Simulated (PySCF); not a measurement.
Geometry:
| atom | x (Å) | y (Å) | z (Å) |
| --- | --- | --- | --- |
| Si1 | -0.430 | -0.018 | -0.434 |
| O2 | -0.377 | -0.037 | 1.577 |
| H3 | -0.894 | -0.807 | 1.851 |
| H4 | -0.860 | 0.753 | 1.860 |
| F5 | -0.224 | 0.004 | -2.054 |
| O6 | 1.576 | 0.009 | -0.300 |
| H7 | 1.853 | 0.810 | -0.768 |
| H8 | 1.879 | -0.749 | -0.821 |
| F9 | -2.058 | -0.039 | -0.303 |
| F10 | -0.227 | 1.606 | -0.178 |
| F11 | -0.185 | -1.639 | -0.219 |

Gas phase, rapidly exchanging positions averaged, a single conformation, relativity neglected. Shieldings: GIAO PBE0/pcSseg-1; PBE0-D3(BJ)/def2-SVP geometry; PySCF.

Shifts are taken against calculated references (same method and geometry level): TMS for 1H (σref 31.27), 29Si (σref 351.99); H2O for 17O (σref 334.56); 19F (σref 177.25) against CFCl3.

| atoms | nucleus | count | δ (ppm) |
| --- | --- | --- | --- |
| O2/O6 | 17O | 2 | 75.6 |
| Si1 | 29Si | 1 | -156.8 |
| F10/F11 | 19F | 2 | ? |
| H3/H4/H7/H8 | 1H | 4 | ? |
| F5/F9 | 19F | 2 | -152.2 |

Estimate the values marked ?.

## Answers


- H3/H4/H7/H8: 3.23 ppm, hydrogen on an oxygen bonded to Si
- F10/F11: -142.9 ppm, fluorine bonded to Si

OH and NH positions are those of a molecule without intermolecular hydrogen bonds; in solution they move with solvent, concentration and temperature, and exchange usually removes their couplings. Unscaled 19F shifts against computed CFCl3 carry errors that often reach 10 to 50 ppm. Experimental scales use liquid or dissolved standards, which lie at an offset from isolated H2O (liquid H2O: subtract about 36 ppm).
